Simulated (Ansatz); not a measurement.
C2H7FOSi can be A, `CO[SiH](C)F`, or B, `OCC(F)[SiH3]`.

Computed with Ansatz on PBE0-D4/def2-TZVP structures; ΔE is electronic, products minus reactants. CBS: MP2 limit from def2 TZ/QZ plus the TZ coupled-cluster correction, frozen cores. Functionals use def2-TZVPP. B3LYP here is the variant with VWN-RPA as its local correlation; programs differ in this. Each species was taken in one conformer, which may not be the lowest.

A:

Z-matrix (Å, degrees):
```
C
O 1 1.411
H 1 1.094 2 110.9
H 1 1.091 2 108.3 3 119.3
H 1 1.096 2 111.6 3 -121.3
Si 2 1.628 1 124.7 3 78.1
F 6 1.602 2 109.7 1 -65.8
C 6 1.843 2 108.2 1 175.0
H 6 1.486 2 109.8 1 49.4
H 8 1.092 6 110.5 2 57.7
H 8 1.092 6 110.7 2 177.7
H 8 1.092 6 110.5 2 -62.2
```

B:

Z-matrix (Å, degrees):
```
C
C 1 1.507
O 1 1.408 2 112.8
H 1 1.099 2 109.1 3 -124.2
H 1 1.093 2 108.9 3 118.3
Si 2 1.908 1 114.1 3 -49.3
F 2 1.406 1 108.3 3 70.7
H 2 1.097 1 109.1 3 -173.4
H 3 0.962 1 107.9 2 -61.2
H 6 1.486 2 108.4 1 -169.1
H 6 1.486 2 108.5 1 -50.6
H 6 1.482 2 110.6 1 71.0
```

(1) Which isomer does CCSD(T)/CBS put lower? Give the gap. (Best estimate.)

(2) Give E(B) − E(A) in kcal/mol with CCSD(T)/def2-TZVPP, PBE0-D4, ωB97M-V, B2PLYP, PBE-D4, B3LYP, r2SCAN-D4. (Estimate.)

Largest T1 diagnostic: 0.012.

Answers

(1) The calculation gave: A, by 92.7 kcal/mol.

(2) Ansatz gave: CCSD(T)/def2-TZVPP 91.5, PBE0-D4 88.3, ωB97M-V 90.8, B2PLYP 93.1, PBE-D4 85.4, B3LYP 91.3, r2SCAN-D4 91.6. None reverses the order clearly.

From PBE to PBE0 (25 % exact exchange), in def2-TZVPP and without D4, E(B) − E(A) moves by +2.8 kcal/mol.
